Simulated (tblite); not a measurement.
C₄H₇N₃O₂Si.
Structure used (GFN2-xTB), in Å, numbered top down from 1:
```
atom  x, y, z in Å
C1    -2.1049   -2.0833    0.0891
O2    -0.7903   -1.5485    0.0797
C3    -0.6955   -0.2300    0.0000
N4    -1.7650    0.5312   -0.0668
C5    -1.5425    1.8504   -0.1448
N6    -0.3785    2.4333   -0.1594
N7     0.7054    1.6845   -0.0922
C8     0.6026    0.3812   -0.0129
O9     1.6919   -0.3492    0.0532
Si10   3.2192    0.3030    0.0418
H11   -2.6343   -1.8122   -0.8263
H12   -1.9862   -3.1619    0.1579
H13   -2.6664   -1.7024    0.9445
H14   -2.4167    2.4822   -0.1999
H15    3.9410   -0.9595    0.1327
H16    3.4288    1.0230   -1.2079
H17    3.3843    1.1703    1.2014
```

All values are computed: GFN2-xTB (tblite) harmonic vibrations without scaling, gas phase. This tight-binding method is rough: wavenumbers can miss measured ones by several per cent, in bad cases by 10 to 20. Modes of hydrogen on silicon can be 10 to 20 % off. One conformer, not necessarily the lowest.

Harmonic wavenumbers (cm⁻¹): 73.8, 80.9, 90.4, 117.8, 137.1, 176.3, 176.4, 296.8, 297.2, 455.6, 463.6, 554.2, 577.6, 599.1, 607.4, 650.9, 743.7, 746.4, 753.9, 774.2, 802.8, 847.5, 882.3, 936.2, 1036.1, 1117.9, 1134.5, 1138.3, 1206.1, 1255.4, 1296.5, 1360.1, 1386.9, 1437.8, 1459.2, 1475.7, 1482.0, 1557.8, 2301.5, 2314.0, 2320.6, 2976.6, 2989.3, 3043.4, 3083.9.

A = 1832, B = 905.4, C = 612.6 MHz; mass 157.031 u (most abundant isotopes); point group Cs, symmetry number 1.

**Question.** What is the zero-point energy?

**Answer.** Half the sum of the wavenumbers: 24608 cm⁻¹ = 294.37 kJ/mol.

**Question.** Give the ideal-gas entropy at 298.15 K and 1 bar in the rigid-rotor, harmonic-oscillator model (classical rotation).

**Answer.** Translation 171.92, rotation 126.10, vibration 129.96: S = 428.0 J/(mol K).

**Question.** And Cp and H(298.15 K) − H(0)?

**Answer.** Cp = 167.51 J/(mol K), of which vibrations give 134.26 (their classical limit is 45 R = 374.2); H(298.15 K) − H(0) = 30.52 kJ/mol without the zero-point energy, 20.60 from vibrations.

**Question.** Which modes carry the vibrational entropy at 298.15 K?

**Answer.** 73.8 cm⁻¹: 16.94; 80.9 cm⁻¹: 16.19; 90.4 cm⁻¹: 15.28; 117.8 cm⁻¹: 13.12; 137.1 cm⁻¹: 11.90; 176.3 cm⁻¹: 9.90 J/(mol K); the other 39 give 46.63 together.

**Question.** Blend soft modes into free rotors: weight 1/[1 + (100 cm⁻¹/ν̃)⁴] for the oscillator and the rest for a rotor with moment μB/(μ + B), μ = h/(8π²ν), B = 10⁻⁴⁴ kg m². What vibrational entropy results?

**Answer.** 122.07 J/(mol K) in place of 129.96, which changes −T·S at 298.15 K by +2.35 kJ/mol.

**Question.** What must be added to the electronic energy to get the Gibbs energy at 298.15 K and 1 bar?

**Answer.** ZPE + [H(298.15 K) − H(0)] − T·S = 294.37 + 30.52 − 127.60 = 197.29 kJ/mol.

Hindered rotation and anharmonicity are outside this model. Other conformers, if any are populated, would add a mixing term that is left out.
